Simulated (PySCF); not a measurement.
A run for PySCF: U-HF/6-31G* on H4MgSi (SMILES [MgH][SiH3]), a point of a bond scan (R = 2.297 Å).

```python
from pyscf import gto, scf, dft, mp
from pyscf.data.elements import chemcore

mol = gto.M(
    atom='''
    Mg   -1.27392741   -0.69923846   -0.17849356
    H    -3.27288843   -1.79643633   -0.45857360
    Si    0.97176783    0.53338788    0.13615713
    H     1.61305573    0.24973858    1.45235735
    H     0.83766034    2.01691253    0.06363188
    H     1.98630247    0.16875768   -0.89430607
    ''',
    basis='6-31g*',
    cart=True,
    charge=0, spin=0, verbose=3, max_memory=1800)
mf = scf.UHF(mol)
mf.conv_tol = 1e-8
mf.max_cycle = 100
mf.init_guess_breaksym = True
mf.kernel()
if not mf.converged:
    mf = mf.newton().run(mf.mo_coeff, mf.mo_occ)
for _ in range(4):
    mo, _, stable, _ = mf.stability(return_status=True)
    if stable:
        break
    mf.kernel(mf.make_rdm1(mo, mf.mo_occ))
```

The log:

```
converged SCF energy = -490.77350384243  <S^2> = 3.2595793e-09  2S+1 = 1
<class 'pyscf.scf.uhf.UHF'> wavefunction is stable in the internal stability analysis
```

The calculation finished and met its thresholds.

Cost: roughly 1.0 core-seconds.
